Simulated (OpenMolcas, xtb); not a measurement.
**A ladder of methods for CH7BGe (SMILES C[BH][GeH3])**

The species is CH7BGe (10 atoms), meant as a singlet with charge 0. As SMILES, `C[BH][GeH3]`. The coordinates come from a PBE0-D4/def2-TZVP relaxation.

Each level gives the dipole moment (D). The values are calculated.

```csv
level,kind,program,value (D),CPU time
GFN1-xTB,semi-empirical,xtb,2.25,under 2 s
HF/def2-SVP,Hartree–Fock,OpenMolcas,1.37,15 s
SVWN5/def2-SVP,LDA,OpenMolcas,1.44,37 s
PBE/def2-SVP,GGA,OpenMolcas,1.43,46 s
M06-L/def2-SVP,meta-GGA,OpenMolcas,1.39,65 s
B3LYP/def2-SVP,global hybrid,OpenMolcas,1.41,47 s
BHLYP/def2-SVP,global hybrid,OpenMolcas,1.38,47 s
```

All-electron rows without a relativistic Hamiltonian named are non-relativistic. The values span 1.37 to 2.25 D. Magnitudes only. CPU times are rough (shared hosts, several kinds of processor): they show what a rung costs within a factor of a few.
